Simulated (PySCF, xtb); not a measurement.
C3H7BO2, SMILES O(B(C=O)C)C.

GFN2-xTB run with xtb at its own geometry gives an orbital gap of 3.03 eV and a dipole moment of 4.65 D.

Coordinates come from a PBE0-D3(BJ)/def2-SVP optimisation. This is a generated structure with no PubChem entry under its InChIKey; it may be hypothetical. Other conformers were not sampled.

What does PySCF with PBE/def2-TZVP give? (An estimate is asked for; the answer gives what the named calculation found.)

gap 2.29 eV (levels -5.25 and -2.96 eV), dipole 3.75 D.
